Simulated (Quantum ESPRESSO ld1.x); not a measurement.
Task: Coherent X-ray form factor from a spherical all-electron density. All-electron calculation, scalar-relativistic Kohn-Sham, LDA (Slater exchange, Perdew-Zunger correlation), spin-polarised, spherical densities, point nucleus. Program: ld1.x of Quantum ESPRESSO 7.5.

sin(theta)/lambda (1/angstrom),f0 (electrons)
0.05,73.814
0.1,70.837
0.15,67.120
0.2,63.321
0.25,59.665
0.3,56.197
0.4,49.857
0.5,44.343
0.6,39.602
0.8,31.945
1,26.132
1.25,20.994
1.5,17.717
2,13.988

The species is in the configuration that NIST lists as its ground one. Which atom or ion scatters so?

Result: Neutral rhenium, [Xe] 4f14 5d5 6s2. Extrapolating in s^2 from the first two rows gives f0(0) = 74.8, near the electron count 75; among species with that count, the fall with angle is slower the higher Z, and the table is that of Z = 75; from so few rows the species is fixed only to a neighbour or two.
